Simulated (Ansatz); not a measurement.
`C[S][Au]` + CH₃OH → `C[O][Au]` + CH₃SH at 298.15 K and 1 bar (ligand exchange at the Au–S bond).

Calculated with Ansatz (gas phase, PBE0-D4/def2-TZVP geometries, no zero-point term in ΔE). CCSD(T)/CBS is the MP2 limit (def2-TZVPP, def2-QZVPP) plus CCSD(T) − MP2 in def2-TZVPP, frozen cores. This one scheme is used for every species. def2 core potentials past Kr. For Au outer-core shells are correlated without core-valence functions, which leaves a few kJ/mol of doubt a bond.

```tsv
species	CCSD(T)/CBS energy (Eh)	H − E (kJ/mol)	S (J/(mol·K))
`C[S][Au]`	-573.16596	116.1	312.6
CH₃OH	-115.61712	146.3	238.2
`C[O][Au]`	-250.49639	120.4	297.1
CH₃SH	-438.22835	133.0	253.2
```

H − E and S are ideal-gas, rigid-rotor, harmonic terms from PBE0-D4/def2-TZVP. 1 Eh = 2625.50 kJ/mol, R = 8.31446 J/(mol·K).

By hand: ΔE, ΔH, ΔS and ΔG.

ΔE = (-250.49639) + (-438.22835) − (-573.16596) − (-115.61712) = 0.05834 Eh = 153.2 kJ/mol. Δ(H − E) = 120.4 + 133.0 − 116.1 − 146.3 = -9.0, so ΔH = 144.2 kJ/mol. ΔS = 297.1 + 253.2 − 312.6 − 238.2 = -0.5 J/(mol·K). ΔG = 144.2 − 298.15 × (-0.5)/1000 = 144.3 kJ/mol.

By hand: the equilibrium constant, and the temperature at which ΔG would vanish if ΔH and ΔS stayed fixed.

log₁₀ K = −ΔG/(RT ln 10) = -25.3. ΔH and −TΔS have one sign here, so there is no such temperature.

The number of gas molecules stays the same, so ΔS is small and ΔH decides. A doubt of 5 kJ/mol in ΔE shifts log₁₀ K by 0.9 here. These are equilibria of isolated gas molecules and say nothing of rates. Largest T1 diagnostic: 0.033 (customary marks: 0.02 for closed shells, 0.045 for open ones).

ΔS is within the doubt of such terms, so its sign, and with it that verdict, could turn.
